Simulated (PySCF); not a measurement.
**Question.** Write Cartesian coordinates for `C[S+](C)[GaH2-][Cl]` as optimised with PBE0-D3(BJ)/def2-SVP.

**Answer.** 
```xyz
13
C2H8ClGaS angstrom
C     -0.960   -1.216   -0.673
S     -0.569   -0.289    0.825
C     -0.906    1.397    0.278
Ga     1.929   -0.300    0.698
Cl     2.015    0.466   -1.387
H     -2.028   -1.104   -0.904
H     -0.328   -0.860   -1.500
H     -0.737   -2.270   -0.463
H     -1.972    1.495    0.030
H     -0.662    2.060    1.119
H     -0.268    1.638   -0.584
H      2.209   -1.838    0.784
H      2.277    0.801    1.755
```

Orientation and origin are arbitrary. Atoms count from 1 in this order. S2 (sulfur bonded to 2 C and Ga) is pyramidal (angles 100.8°, 100.1° and 99.9°, sum 300.8°, 0.92 Å off the plane of its three neighbours). Ga4 (gallium bonded to Cl, S and 2 H) has angles from 94.9° to 127.8°. Of the pairs four or more bonds apart, Cl5···H11 is among the closest relative to their van der Waals radii: 2.69 Å, 91 % of the sum of Bondi's values.

Bonds between heavy atoms (Å): C1–S2 1.805, S2–C3 1.805, S2–Ga4 2.501, Ga4–Cl5 2.223.

Theory: PySCF 2.14.0, PBE0-D3(BJ)/def2-SVP geometry optimisation, gas phase.

Point group: Cs (every atom within 0.08 Å of its image). PBE0-D3(BJ)/def2-SVP frequencies: not computed here. The numbers are those of one conformer (C1–S2–Ga4–Cl5 52°).

On one thread, Arm Neoverse V1 (aarch64), shared host with 64 logical CPUs at a one-minute load of 29, this took 1.7 min and 0.54 GiB of memory at its peak. These figures are those of the optimisation.
